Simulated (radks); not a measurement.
The numbers below are computed, except where a source is named.
Ionisation of neutral platinum, [Xe] 4f14 5d9 6s1, to Pt+, [Xe] 4f14 5d9, under several functionals. Dirac Kohn-Sham, spin-unpolarised, spherical densities, point nucleus; open shells fill j = l - 1/2 first; a radial shooting solver on a logarithmic mesh with Libxc functionals.

functional,E(Pt) (hartree),Exc (hartree),IE (eV),-e(HOMO) (eV),<r> HOMO (bohr),IE error (eV)
B86b exchange with PBE correlation,-18448.1171,-358.5681,9.217,5.618,1.741,+0.258
revPBE,-18447.1584,-357.6030,9.072,5.533,1.739,+0.113
exchange-only PBE,-18442.0609,-352.4266,8.545,4.722,1.762,-0.414
"LDA (Slater exchange, Perdew-Wang correlation)",-18436.4511,-346.7936,9.533,5.831,1.743,+0.575
PBE,-18446.7779,-357.2157,9.193,5.601,1.741,+0.234
BLYP,-18447.7943,-358.2246,9.238,5.492,1.748,+0.280
"LDA (Slater exchange, VWN5 correlation)",-18436.4839,-346.8270,9.533,5.833,1.742,+0.574
BP86,-18448.9535,-359.4092,9.369,5.741,1.742,+0.410
PBEsol,-18441.6028,-351.9907,9.224,5.626,1.740,+0.265

NIST Atomic Spectra Database: 8.959 eV (measured). Closest: revPBE. The Delta-SCF values span 0.99 eV, the total energies 12.50 hartree. The highest occupied level is 5d5/2. Spin polarisation and multiplet splitting are left out, so open shells lie too high by an amount that depends on their filling.

Beside tabulated values, note that spin-unpolarised runs miss the spin-polarisation part of the exchange energy of open shells.
